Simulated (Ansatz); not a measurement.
Consider the cleavage of the Ge–Sb bond: `[NH2][GeH]([OH])[SbH2]` + H₂S → `[NH2][GeH]([OH])[SH]` + stibine.

Computed with Ansatz on PBE0-D4/def2-TZVP structures; ΔE is electronic, products minus reactants. CBS: MP2 limit from def2 TZ/QZ plus the TZ coupled-cluster correction, frozen cores. This one scheme is used for every species. Functionals use def2-TZVPP. B3LYP here is the variant with VWN-RPA as its local correlation; programs differ in this. def2 core potentials past Kr. For Ge, Sb outer-core shells are correlated without core-valence functions, which leaves a few kJ/mol of doubt a bond. Scalar relativity is left out up to krypton. One conformer a species, not always the lowest.

Task: Is it downhill or uphill in electronic energy at CCSD(T)/CBS, and by how much? (Best estimate.)

Result: The calculation gave: Downhill: ΔE = -10.5 kJ/mol.

Task: What do these levels give: PBE-D4, revPBE-D4, BLYP-D4, B3LYP-D4, CAM-B3LYP-D4, r2SCAN, BHLYP, LC-ωPBE, HF/def2-SVP, HF/def2-TZVPP, HF/def2-QZVPP, HF/CBS(def2)? (Best estimate.)

Result: Ansatz gave: PBE-D4 -8.8, revPBE-D4 -10.9, BLYP-D4 -8.2, B3LYP-D4 -10.9, CAM-B3LYP-D4 -16.1, r2SCAN -14.7, BHLYP -18.3, LC-ωPBE -19.7, HF/def2-SVP -26.2, HF/def2-TZVPP -26.2, HF/def2-QZVPP -25.4, HF/CBS(def2) -25.3 kJ/mol.

Task: What do rigid-rotor, harmonic-oscillator terms from PBE0-D4/def2-TZVP frequencies (298.15 K, 1 bar) make of the CCSD(T)/CBS value? (Best estimate.)

Result: The calculation gave: ΔZPE = -0.7 kJ/mol, ΔH = -13.1 kJ/mol, ΔS = -4 J/(mol·K), ΔG = -12.0 kJ/mol.

Largest T1 diagnostic among the species: 0.014.

At CCSD(T), def2-SVP lies −6.7 kJ/mol from the extrapolated value and def2-TZVPP −6.4 kJ/mol. From PBE to PBE0 (25 % exact exchange), in def2-TZVPP and without D4, ΔE moves by −3.5 kJ/mol. In def2-TZVPP, CCSD(T) changes the Hartree–Fock value by +9.3 kJ/mol (the triples alone add +0.9 kJ/mol) and MP2 by +12.4 kJ/mol.
